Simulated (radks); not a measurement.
Values are calculated unless marked as measured or tabulated.
Task: These are the eigenvalues of the occupied orbitals of an atom or ion with whole-number occupations (eV). Level of theory: Dirac Kohn-Sham, PBEsol, spin-unpolarised, spherical densities, point nucleus (a radial shooting solver on a logarithmic mesh with Libxc functionals).

| orbital | eigenvalue |
|---|---|
| 1s1/2 | -449.0558 |
| 2s1/2 | -67.8537 |

Which element is it, and in what charge state? The configuration may be excited. Open shells, if any, are shared by 2j + 1.

Result: Z = 7, nitrogen, charge +3: N3+ in [He] 2s2. The 1s level, -16.502 hartree, gives Z - s = 5.7 by -(Z - s)^2/2, which with screening and relativity narrows Z to a few neighbours, and the depths must fix Z and the occupations together.
